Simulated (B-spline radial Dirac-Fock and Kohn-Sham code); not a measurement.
## Ta⁶¹⁺: eigenvalues, ΔSCF and the reference

System: the Ta⁶¹⁺ ion in the configuration [Ne] 3s2.

The density-functional columns are spherical, spin-unpolarised Dirac-Kohn-Sham results without Breit or QED terms: −ε is minus the orbital energy of the initial state and ΔSCF the difference of two total energies. The reference in the last column comes from relaxed Dirac-Fock hole states (ΔSCF) with Breit and QED corrections and a finite nucleus. All numbers are from a B-spline atomic structure program, in eV; a selection of levels is shown. The Kohn-Sham columns are given as differences from the reference. For the 1s level of heavy atoms much of the gap between ΔSCF and the reference is the Breit and QED part, -328.3 eV here; for other levels the error of the functional can be larger.

| level | LDA −ε − DF | LDA ΔSCF − DF | Dirac-Fock |
| --- | --- | --- | --- |
| K (1s) | -283.1 | +321.8 | 72630.6 |
| L1 (2s) | -186.2 | -36.4 | 16590.2 |
| L2 (2p1/2) | -126.3 | +55.7 | 16099.9 |
| L3 (2p3/2) | -138.6 | +24.4 | 14801.5 |
| M1 (3s) | -36.2 | +23.9 | 6768.7 |

For the outermost level NIST gives 6769 ± 12 eV (theoretical); the differences from it are LDA −ε -36.54, LDA ΔSCF +23.52, Dirac-Fock -0.34 eV.

Values without a named source are computed, but for edge energies of neutral atoms, which are taken from tables.
